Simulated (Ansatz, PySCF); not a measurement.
Gas-phase reaction in SMILES: N=C=O → N=C=O as triplet, charge 0
Each molecule is optimised on its own at B3LYP-D3(BJ)/def2-TZVP (Ansatz, a first-principles code). A spin state is the lowest found, not a proven ground state.

Property: adiabatic triplet-singlet gap (0 K, with B3LYP-D3(BJ) harmonic zero-point energies from PySCF), in eV. Valence correlation only, unless marked. UHF or UKS for open shells. Spin-orbit coupling is left out. Non-relativistic. CBS(X,Y): correlation extrapolated as X^-3; Hartree-Fock from the larger set.

| level | program | adiabatic triplet-singlet gap (eV) | minus last row |
|---|---|---|---|
| SVWN5/def2-TZVPD | Ansatz | 4.05 | 0.31 |
| PBE-D4/def2-TZVPD | Ansatz + dftd4 | 3.65 | -0.09 |
| LC-wPBE-D4/def2-TZVPD | Ansatz + dftd4 | 3.62 | -0.12 |
| B2PLYP-D3(BJ)/def2-TZVPD | Ansatz + dftd3 | 3.72 | -0.02 |
| MP2/cc-pVQZ | Ansatz | 4.19 | 0.45 |
| RI-MP2/CBS(aug-cc-pVTZ,aug-cc-pVQZ) | Ansatz | 4.24 | 0.50 |
| CCSD(T)/CBS(cc-pVTZ,cc-pVQZ) | Ansatz | 3.74 | 0.00 |
